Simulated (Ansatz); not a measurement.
The same hydrolysis along the group Si, Ge, Sn.

Program: Ansatz. Geometries: PBE0-D4/def2-TZVP. ΔE: electronic, gas phase. CCSD(T)/CBS adds triple-zeta CCSD(T) − MP2 to the extrapolated MP2 energy (def2 sets, frozen cores). Small cases extrapolate CCSD(T) itself. Functionals use def2-TZVPP. def2 core potentials past Kr. For Ge, Sn outer-core shells are correlated without core-valence functions, which leaves a few kJ/mol of doubt a bond. Scalar relativity is left out up to krypton. Each species was taken in one conformer, which may not be the lowest.

```tsv
reaction	CCSD(T)/CBS(def2) (eV)
`N[Si]Cl` + H₂O → `N[Si]O` + HCl	0.14
`[NH2][Ge][Cl]` + H₂O → `[NH2][Ge][OH]` + HCl	0.55
`[NH2][Sn][Cl]` + H₂O → `[NH2][Sn][OH]` + HCl	?
```

(1) Fill in the missing values. (Best estimate.)

Largest T1 diagnostic: 0.017, for `[NH2][Sn][OH]`.

Extrapolated directly: `N[Si]Cl` + H₂O → `N[Si]O` + HCl.

## Answers

(1) Computed: `[NH2][Sn][Cl]` + H₂O → `[NH2][Sn][OH]` + HCl: +0.82 eV.
